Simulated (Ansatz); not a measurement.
```xyz
3

V     0.0000    0.0000    2.0608
N     0.0000    0.0000    0.0000
Mo    0.0000    1.3306   -1.5857
```

Basis set: pcseg-2 on N, V; def2-TZVPP on Mo (spherical functions, with the set's core potentials past Kr). Some runs use density fitting. Charge 0, multiplicity 1.

Computed with Ansatz (development build ahead of 0.2.0); each method stands on the lowest determinant of its kind that the runs found.

**Question.** Give the atomization energy at this shape (free ground-state atoms in the same class of orbitals less the molecule, no zero-point energy) of singlet MoVN by PBE (unrestricted), PBE0 (unrestricted).

**Answer.**

```tsv
method	atomization energy
PBE (unrestricted)	6.81 eV
PBE0 (unrestricted)	5.42 eV
```

Caution: a free atom is spin contaminated; another spin multiplicity may lie lower; the unrestricted determinant is a mixture of spin states.

The shape needn't be a minimum at these levels.
